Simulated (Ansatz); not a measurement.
`NB(S)Cl` + HCl → `SB(Cl)Cl` + NH₃ at 298.15 K and 1 bar (ligand exchange at a B–N bond).

Computed with Ansatz on PBE0-D4/def2-TZVP structures; ΔE is electronic, products minus reactants. CBS: MP2 limit from def2 TZ/QZ plus the TZ coupled-cluster correction, frozen cores. This one scheme is used for every species. Each species was taken in one conformer, which may not be the lowest.

| species | CCSD(T)/CBS energy (Eh) | H − E (kJ/mol) | S (J/(mol·K)) |
| --- | --- | --- | --- |
| `NB(S)Cl` | -938.97645 | 127.7 | 308.4 |
| HCl | -460.38127 | 26.6 | 186.8 |
| `SB(Cl)Cl` | -1342.83724 | 58.7 | 310.5 |
| NH₃ | -56.50880 | 100.5 | 192.4 |

H − E and S are ideal-gas, rigid-rotor, harmonic terms from PBE0-D4/def2-TZVP, for one conformer and one mirror image of each species. 1 Eh = 2625.50 kJ/mol, R = 8.31446 J/(mol·K).

Problem. By hand: ΔE, ΔH, ΔS and ΔG.

Solution. ΔE = (-1342.83724) + (-56.50880) − (-938.97645) − (-460.38127) = 0.01168 Eh = 30.7 kJ/mol. Δ(H − E) = 58.7 + 100.5 − 127.7 − 26.6 = 4.9, so ΔH = 35.6 kJ/mol. ΔS = 310.5 + 192.4 − 308.4 − 186.8 = 7.7 J/(mol·K). ΔG = 35.6 − 298.15 × (7.7)/1000 = 33.3 kJ/mol.

Problem. By hand: the equilibrium constant, and the temperature at which ΔG would vanish if ΔH and ΔS stayed fixed.

Solution. log₁₀ K = −ΔG/(RT ln 10) = -5.8. ΔG = 0 at ΔH/ΔS = 4623 K, far beyond where these terms or the molecules hold.

The number of gas molecules stays the same, so ΔS is small and ΔH decides. A doubt of 5 kJ/mol in ΔE shifts log₁₀ K by 0.9 here. Other conformers and mirror images would add mixing entropy, several J/(mol·K) or more a flexible species. These are equilibria of isolated gas molecules and say nothing of rates. Largest T1 diagnostic: 0.012 (customary marks: 0.02 for closed shells, 0.045 for open ones).
